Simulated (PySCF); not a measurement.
**W⁵⁷⁺ (tungsten, charge +57): r2SCAN calculation**

Configuration: [Ne] 3s2 3p5, 2P determinant. All numbers are calculated (PySCF 2.14, no relativity, point nucleus, in an even-tempered Gaussian basis (16 s from 15 bohr⁻², ratio 2.5; 10 p from 19 bohr⁻², ratio 2.5; 4 d from 79 bohr⁻², ratio 2.7; 4 f from 120 bohr⁻², ratio 2.7)).

| Property | Result |
| --- | --- |
| Total energy | -11903.80 hartree |
| One-electron energy | -13031.41 hartree |
| Hartree (Coulomb) energy | 1284.50 hartree |
| Exchange-correlation energy | -156.89 hartree |
| Kinetic energy | 11905.46051 hartree |
| ⟨S²⟩ | 0.7503 |
| ⟨L²⟩ | 2.001 |
| Sum of ⟨r⟩ | 2.014 bohr |
| Sum of ⟨r²⟩ | 0.3644 bohr² |
| Traceless quadrupole moment −½Σ⟨3z² − r²⟩ along its main axis | 0.0170 e·bohr² |
| Density at the nucleus (Gaussians lack the cusp) | 287000 bohr⁻³ |
| Spin density at the nucleus | 3.67 bohr⁻³ |

```json
{"shell": "1s α", "electrons": "1", "mean orbital energy (eV)": "-68048.6", "spread (eV)": "0", "rms radius, mean of both spins (bohr)": "0.0237"}
{"shell": "1s β", "electrons": "1", "mean orbital energy (eV)": "-68043.4", "spread (eV)": "0", "rms radius, mean of both spins (bohr)": "0.0237"}
{"shell": "2s α", "electrons": "1", "mean orbital energy (eV)": "-14572.6", "spread (eV)": "0", "rms radius, mean of both spins (bohr)": "0.0925"}
{"shell": "2s β", "electrons": "1", "mean orbital energy (eV)": "-14570.9", "spread (eV)": "0", "rms radius, mean of both spins (bohr)": "0.0925"}
{"shell": "2p α", "electrons": "3", "mean orbital energy (eV)": "-14182.2", "spread (eV)": "10.417", "rms radius, mean of both spins (bohr)": "0.0794"}
{"shell": "2p β", "electrons": "3", "mean orbital energy (eV)": "-14177.9", "spread (eV)": "1.945", "rms radius, mean of both spins (bohr)": "0.0794"}
{"shell": "3s α", "electrons": "1", "mean orbital energy (eV)": "-5871.7", "spread (eV)": "0", "rms radius, mean of both spins (bohr)": "0.218"}
{"shell": "3s β", "electrons": "1", "mean orbital energy (eV)": "-5857.1", "spread (eV)": "0", "rms radius, mean of both spins (bohr)": "0.218"}
{"shell": "3p α", "electrons": "3", "mean orbital energy (eV)": "-5716.4", "spread (eV)": "15.648", "rms radius, mean of both spins (bohr)": "0.207"}
{"shell": "3p β", "electrons": "2", "mean orbital energy (eV)": "-5704.9", "spread (eV)": "0", "rms radius, mean of both spins (bohr)": "0.207"}
```

A non-relativistic calculation at this Z misses sizeable relativistic shifts. Spin-orbit coupling, absent here, splits the open shell strongly.
